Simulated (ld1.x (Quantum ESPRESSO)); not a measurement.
# Pseudopotential generation for selenium (Se): TM, BP86, scalar-relativistic.

Input for ld1.x (Quantum ESPRESSO) 7.5:

```
&input
   title='Se', zed=34., rel=1, dft='BP', iswitch=3,
   config='[Ar] 3d10 4s2 4p3',
   nld=3, rlderiv=1.80, eminld=-7.0, emaxld=5.0, deld=0.02
 /
 &inputp
   pseudotype=2, tm=.true., lloc=1,
   nlcc=.true.,
   file_pseudopw='Se.UPF', file_wfcaegen='ae.wfc', file_wfcncgen='nc.wfc', file_beta='beta', file_chi='chi'
 /
3
4S  1  0   2.00   0.00  1.35  1.35  0.0
3D  3  2  10.00   0.00  0.70  0.70  0.0
4P  2  1   3.00   0.00  1.65  1.65  0.0
 &test
   configts(1)='3d10 4s2 4p3'
 /
```

Command:

```bash
ld1.x < Se.in > Se.out
```

Resulting log (shortened: banner, matrices, multipoles, cross overlaps and the repeated all-electron block are left out):

```
Program LD1 v.7.5
     --------------------------- All-electron run ----------------------------

     Se
     scalar relativistic calculation

     atomic number is 34.00
     dft =BP   lsd =0 sic =0 latt =0  beta=0.20 tr2=1.0E-14
     Exchange-correlation= BP
                           (   1   1   1   1   0   0   0)
     mesh =1211 r(mesh) =  99.34906 a.u. xmin = -7.00 dx = 0.01250
     1 Ry =  13.60569312 eV, c = 137.03599908

     n l     nl                  e(Ry)          e(Ha)          e(eV)
     1 0     1S 1( 2.00)      -920.1467      -460.0733    -12519.2330
     2 0     2S 1( 2.00)      -118.9419       -59.4710     -1618.2875
     2 1     2P 1( 6.00)      -104.7114       -52.3557     -1424.6718
     3 0     3S 1( 2.00)       -16.4714        -8.2357      -224.1048
     3 1     3P 1( 6.00)       -12.0231        -6.0116      -163.5830
     3 2     3D 1(10.00)        -4.6848        -2.3424       -63.7397
     4 0     4S 1( 2.00)        -1.9848        -0.9924       -27.0049
     4 1     4P 1( 3.00)        -1.1416        -0.5708       -15.5325

     final scf error:  8.9E-15 reached in  28 iterations

     Etot =   -4860.429406 Ry,   -2430.214703 Ha,  -66129.510951 eV

     Ekin =    4959.746001 Ry,    2479.873000 Ha,   67480.782054 eV
     Encl =  -11691.270211 Ry,   -5845.635106 Ha, -159067.834714 eV
     Eh   =    2047.428074 Ry,    1023.714037 Ha,   27856.678060 eV
     Exc  =    -176.333269 Ry,     -88.166635 Ha,   -2399.136351 eV

     normalization and overlap integrals

     s(1S/1S) =  1.000000  <r> =   0.0441  <r2> =    0.0026  r(max) =   0.0287
     s(2S/2S) =  1.000000  <r> =   0.1959  <r2> =    0.0453  r(max) =   0.1651
     s(2P/2P) =  1.000000  <r> =   0.1711  <r2> =    0.0358  r(max) =   0.1318
     s(3S/3S) =  1.000000  <r> =   0.5740  <r2> =    0.3794  r(max) =   0.5021
     s(3P/3P) =  1.000000  <r> =   0.5895  <r2> =    0.4078  r(max) =   0.5021
     s(3D/3D) =  1.000000  <r> =   0.6300  <r2> =    0.4963  r(max) =   0.4544
     s(4S/4S) =  1.000000  <r> =   1.7435  <r2> =    3.4723  r(max) =   1.4898
     s(4P/4P) =  1.000000  <r> =   2.1150  <r2> =    5.1764  r(max) =   1.7527

     ------------------------ End of All-electron run ------------------------

     --------------------- Generating NC pseudopotential ---------------------

      Generating local pot.: lloc=1, matching radius rcloc =   1.6500

      Computing core charge for nlcc:

       r > 0.26 : true rho core
       r < 0.26 : rho core = a sin(br)/r    a= 113.50  b=   9.43

      Integrated core pseudo-charge :  11.92

      Wfc   4S  rcut= 1.348  Using Troullier-Martins method

      Wfc   3D  rcut= 0.704  Using Troullier-Martins method

     ------------------- End of pseudopotential generation -------------------

     Computing logarithmic derivative in   1.80834
     Computing logarithmic derivative in   1.80834
     Computing the partial wave expansion
     R is outside the sphere for l=    0 j= 0.00
       no projector for channel:   1
     R is outside the sphere for l=    2 j= 0.00

     ---------------------- Testing the pseudopotential ----------------------

     Se
     scalar relativistic calculation

     atomic number is 34.00   valence charge is 16.00
     dft =BP   lsd =0 sic =0 latt =0  beta=0.20 tr2=1.0E-14
     mesh =1211 r(mesh) =  99.34906 xmin = -7.00 dx = 0.01250

     n l     nl             e AE (Ry)        e PS (Ry)    De AE-PS (Ry)
     3 2     3D   1(10.00)       -4.68478       -4.68486        0.00007
     1 0     4S   1( 2.00)       -1.98482       -1.98483        0.00001
     2 1     4P   1( 3.00)       -1.14162       -1.14162        0.00000

     eps = 9.2E-15  iter = 15

     Etot =   -4860.429406 Ry,   -2430.214703 Ha,  -66129.510951 eV
     Etotps =  -304.881088 Ry,    -152.440544 Ha,   -4148.118522 eV

     Ekin =     355.536251 Ry,     177.768125 Ha,    4837.317124 eV
     Encl =    -413.618884 Ry,    -206.809442 Ha,   -5627.571606 eV
     Ehrt =     214.129397 Ry,     107.064698 Ha,    2913.378859 eV
     Ecxc =     -80.819592 Ry,     -40.409796 Ha,   -1099.606561 eV
     (Ecc =     -41.221629 Ry,     -20.610814 Ha,    -560.848830 eV)
     Epseu=    -380.108260 Ry,    -190.054130 Ha,   -5171.636338 eV

     ---------------------- End of pseudopotential test ----------------------
```

Generation and configuration tests took about 4.1 s on one core of a shared server CPU.
